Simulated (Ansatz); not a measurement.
Geometry optimisation, RHF/def2-SVP in Ansatz 0.2.0.

The input (input.yaml):

```yaml
crystal:
  periodic: [false, false, false]
  atoms:
    - { symbol: B, position_ang: [0.026007, -0.63213, -0.433868] }
    - { symbol: H, position_ang: [-9.0e-05, 0.208255, 1.814936] }
    - { symbol: Cl, position_ang: [1.524694, 0.174076, -0.809061] }
    - { symbol: Cl, position_ang: [-1.50504, 0.121783, -0.790167] }
    - { symbol: Cl, position_ang: [0.059446, -2.323924, 0.219917] }
    - { symbol: H, position_ang: [0.023883, -0.47176, 2.017943] }
basis:
  gaussian: { orbitals: def2-SVP }
hamiltonian:
  xc: hf
relax:
  f_tol: 0.03
  max_steps: 50
```

Command:

```bash
$ ansatz run input.yaml --threads 1 --pin off --max-ram 2048MiB --backend cpu --events-out ev --progress --plain --runs-dir out
```

Where does it end, and by what steps?

The run converged. After 6 steps the energy has fallen by 0.299 eV; H2 moved furthest, 0.75 Å.

| step | energy less start (eV) | largest force component (eV/Å) | accepted |
| --- | --- | --- | --- |
| 0 | 0.0000 | 1.551 | yes |
| 1 | -0.1630 | 0.832 | yes |
| 2 | -0.2339 | 0.773 | yes |
| 3 | -0.2871 | 0.370 | yes |
| 4 | -0.2949 | 0.143 | yes |
| 5 | -0.2978 | 0.125 | yes |
| 6 | -0.2988 | 0.025 | yes |

```xyz
6
Properties=species:S:1:pos:R:3
B 0.027 -0.797 -0.787
H -0.004 0.496 2.510
Cl 1.524 0.064 -1.062
Cl -1.501 0.007 -1.054
Cl 0.060 -2.462 -0.256
H 0.022 -0.233 2.668
```

Whether the end is a true minimum wasn't checked by a vibrational analysis.

Time of the run: 8.4 s on 1 thread of Arm Neoverse V1 (shared host), peak memory 0.14 GiB.
